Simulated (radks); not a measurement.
Results of a calculation; reference values are marked as such.
Species: Pt3+. Configuration: [Xe] 4f14 5d7 (the NIST ground configuration). Level of theory: Dirac Kohn-Sham, PBE, spin-unpolarised, spherical densities, finite nucleus; open shells are shared between the two j in proportion to 2j + 1; Fermi nuclear charge, rms radius 5.427 fm (a radial shooting solver on a logarithmic mesh with Libxc functionals).

X-ray form factor f0, the Fourier transform of the density (f0(0) = 75):

sin(theta)/lambda (1/angstrom)  f0 (electrons)
0.05                                    74.318
0.1                                     72.388
0.15                                    69.509
0.2                                     66.055
0.25                                    62.371
0.3                                     58.710
0.4                                     51.995
0.5                                     46.323
0.6                                     41.564
0.8                                     33.912
1                                       27.924
1.25                                    22.354
1.5                                     18.649
2                                       14.598
